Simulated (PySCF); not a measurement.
PySCF input file for TaF4, SMILES [F][Ta]([F])([F])[F] (connectivity only; charge and spin as stated), neutral, multiplicity 2, C-PCM-M06-2X/def2-SVP. Coordinates come from a B3LYP-D3(BJ)/def2-SVP optimisation. The spin state was assumed, not searched. The isomer is the one that the SMILES or the coordinates give; other isomers of the formula were not compared. The def2 effective core potentials stand for the cores of Ta; spin–orbit coupling is left out.

```python
import numpy as np
from pyscf import gto, scf, dft
from pyscf.solvent import pcm

mol = gto.M(
    atom='''
    Ta    0.00000000   -0.00000000    0.00000000
    F     1.24855899    1.24855899    0.64022229
    F    -1.24855900   -1.24855899    0.64022229
    F     1.24855899   -1.24855899   -0.64022229
    F    -1.24855899    1.24855900   -0.64022229
    ''',
    basis='def2-SVP',
    ecp={'Ta': 'def2-svp'},
    charge=0,
    spin=1,
    max_memory=1600,
    verbose=3,
)
mf = dft.UKS(mol, xc='m06-2x').density_fit(auxbasis='def2-universal-jkfit')
mf.grids.level = 4
mf.conv_tol = 1e-9
mf.max_cycle = 100
mf.kernel()
fine, coarse = mf.grids, dft.Grids(mol).set(level=1).build(with_non0tab=True)
for _ in range(3):  # follow internal instabilities
    mf.grids = coarse
    mo, _, stable, _ = mf.stability(return_status=True, nroots=4)
    mf.grids = fine
    if stable:
        break
    mf.kernel(mf.make_rdm1(mo, mf.mo_occ))
res = {}
for name, eps in {'water': 78.355, 'tetrahydrofuran': 7.4257, 'ethylethanoate': 5.9867}.items():
    s = mf.PCM()
    s.with_solvent.method, s.with_solvent.eps, s.with_solvent.lebedev_order = 'C-PCM', eps, 29
    s.kernel(mf.make_rdm1())
    res[name] = (s.e_tot, eps, s.dip_moment(), s.mo_energy, s.converged)
    print(f'{name}: electrostatic solvation free energy {(s.e_tot - mf.e_tot) * 627.509474:.3f} kcal/mol')
```

Output:

```

WARN: HOMO -0.413988131792589 >= LUMO -0.413988131792582

converged SCF energy = -456.072407681095  <S^2> = 0.75173843  2S+1 = 2.0017377
<class 'pyscf.df.df_jk.DFUKS'> wavefunction is stable in the internal stability analysis

WARN: PCM is an experimental feature. It is still in testing.
Features and APIs may be changed in the future.

converged SCF energy = -456.084478171693  <S^2> = 0.75166318  2S+1 = 2.0016625
Dipole moment(X, Y, Z, Debye):  0.00000, -0.00000, -0.00000
water: electrostatic solvation free energy -7.574 kcal/mol

WARN: PCM is an experimental feature. It is still in testing.
Features and APIs may be changed in the future.

converged SCF energy = -456.082903883899  <S^2> = 0.75167344  2S+1 = 2.0016727
Dipole moment(X, Y, Z, Debye):  0.00000, -0.00000, -0.00000
tetrahydrofuran: electrostatic solvation free energy -6.586 kcal/mol

WARN: PCM is an experimental feature. It is still in testing.
Features and APIs may be changed in the future.

converged SCF energy = -456.08249004993  <S^2> = 0.75167611  2S+1 = 2.0016754
Dipole moment(X, Y, Z, Debye):  0.00000, -0.00000, -0.00000
ethylethanoate: electrostatic solvation free energy -6.327 kcal/mol
```

The calculation finished and met its thresholds.
